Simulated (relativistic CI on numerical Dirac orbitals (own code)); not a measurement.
Line list: Electric-dipole lines, Ne4+

Calculated at this level of theory: Dirac-Coulomb-Breit CI, KLI orbitals optimised for each configuration, a model potential for QED, valence Slater integrals scaled by 0.85, P86 correlation estimate, and configurations built on the next ion tied to the tabulated ionisation energy (semi-empirical) (own radial code, finite nucleus).

Configurations in the expansion (outside the closed core 1s2): 2s2 2p2, 2s2 2p 3s, 2s2 2p 3p, 2s2 2p 3d, 2s2 2p 4s, 2s 2p3, 2p4, 2p3 3s, 2p3 3p, 2s 2p2 3s, 2p3 3d, 2s 2p2 3p, 2s2 2p 4p, 2s2 2p 4d, 2s2 2p 4f, 2s 2p2 3d, 2s2 3s2, 2s2 3s 3p, 2s2 3s 3d, 2s2 3p2, 2s 2p2 4s, 2s2 3p 3d, 2s 2p2 4p, 2s 2p 3s2. Levels of other configurations are missing.

```tsv
λ vac (Å)	Lower	Upper	A (s⁻¹)	E lower (eV)	E upper (eV)
118.90	2s2 2p2 3P_1 [2]	2s2 2p 4d 3D°_2 [128]	5.52e+10	0.051	104.323
118.94	2s2 2p2 3P_2 [3]	2s2 2p 4d 3D°_3 [129]	6.48e+10	0.136	104.376
121.98	2s2 2p2 1D_2 [4]	2s2 2p 4d 1F°_3 [149]	7.32e+10	3.526	105.171
144.76	2s2 2p2 3P_2 [3]	2s2 2p 3d 3P°_2 [42]	6.97e+10	0.136	85.785
145.12	2s2 2p2 3P_0 [1]	2s2 2p 3d 3D°_1 [39]	8.16e+10	0.000	85.436
145.17	2s2 2p2 3P_1 [2]	2s2 2p 3d 3D°_2 [40]	1.10e+11	0.051	85.455
145.21	2s2 2p2 3P_1 [2]	2s2 2p 3d 3D°_1 [39]	4.58e+10	0.051	85.436
145.25	2s2 2p2 3P_2 [3]	2s2 2p 3d 3D°_3 [41]	1.29e+11	0.136	85.494
148.71	2s2 2p2 1D_2 [4]	2s2 2p 3d 1F°_3 [49]	1.50e+11	3.526	86.900
152.75	2s2 2p2 1D_2 [4]	2s2 2p 3d 1D°_2 [37]	3.57e+10	3.526	84.693
155.18	2s2 2p2 1S_0 [5]	2s2 2p 3d 1P°_1 [48]	9.39e+10	6.992	86.887
613.66	2s2 2p 3d 3F°_3 [36]	2s2 2p 4f 3G_4 [140]	4.71e+09	84.668	104.872
614.82	2s2 2p 3d 3F°_4 [38]	2s2 2p 4f 3G_5 [142]	9.37e+09	84.745	104.911
615.98	2s2 2p 3d 3F°_2 [35]	2s2 2p 4f 1F_3 [133]	7.73e+09	84.583	104.711
642.57	2s2 2p 3d 3D°_1 [39]	2s2 2p 4f 3F_2 [135]	7.68e+09	85.436	104.731
643.40	2s2 2p 3d 3D°_2 [40]	2s2 2p 4f 3F_3 [134]	6.19e+09	85.455	104.725
644.28	2s2 2p 3d 3D°_3 [41]	2s2 2p 4f 3F_4 [136]	5.39e+09	85.494	104.737
644.78	2s2 2p 3d 3P°_2 [42]	2s2 2p 4f 3D_3 [143]	7.88e+09	85.785	105.014
683.36	2s2 2p 3d 1F°_3 [49]	2s2 2p 4f 1G_4 [145]	9.70e+09	86.900	105.043
1986.1	2s2 2p 3p 3D_3 [28]	2s2 2p 3d 3F°_4 [38]	3.43e+08	78.502	84.745
```

Terms are leading LS components. Brackets give the number of a level in order of energy, since labels repeat. The list gives strong lines, with weight on those to low levels, without configurations that were not tied to measured data, without lines whose two gauges differ by over a factor of 2.5, among the lowest 257 of 362 levels, so that lines to higher ones, which can be the strongest, are missing. Levels whose partners in the same complex of configurations lie outside the list can be far off, and so can their lines. Rates are taken at the computed energies, electric ones in the length gauge.

Configurations that consist of the next ion and one excited electron were tied to the tabulated ionisation energy; Rydberg ones are usually within 1,000 to 3,000 cm⁻¹ and the lowest ones within about 6,000 (9,000 in d shells), while levels on excited terms of the next ion carry the error of that term, and the other configurations can be misplaced by 10,000 cm⁻¹ or more. Rates follow the energies as ν³ (E1, M1) or ν⁵ (E2), so rates, branching and lifetimes can be off by large factors. 42 of the 44 excited levels that our extract of the measured tables holds in this range could be paired (the sources list more); they are missed by 5122 cm⁻¹ on average and 11246 at most, and levels without a partner can miss by more.

Q: From the table, what is the radiative lifetime of 2s2 2p 3d 3D°_1?

A: The listed rates from this level add up to about 1.27e+11 s⁻¹, 99 % of its decay; with all channels τ = 7.73e-12 s.
